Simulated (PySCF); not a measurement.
How methods differ on the excitation energy of Al

Al [Ne] 3s2 3p1 (2P) → Al [Ne] 3s2 4s1 (2S), as a difference of total energies. All numbers are calculated (PySCF 2.14, no relativity, point nucleus, in aug-cc-pwCVTZ (8s7p5d3f, 75 functions)). Correlated levels: valence and next inner shell: 1s2 frozen. The calculations carry no spin-orbit coupling.

```csv
method,excitation energy (cm⁻¹)
UHF,24578
MP2 (valence and next inner shell),24838
SCS-MP2 (valence and next inner shell),24933
CCSD (valence and next inner shell),25575
CCSD(T) (valence and next inner shell),25576
```

Errors of the correlated levels include the incompleteness of this basis and the frozen core.

For comparison: 25273 cm⁻¹ (measured; NIST levels, between the centres of gravity of the two terms).
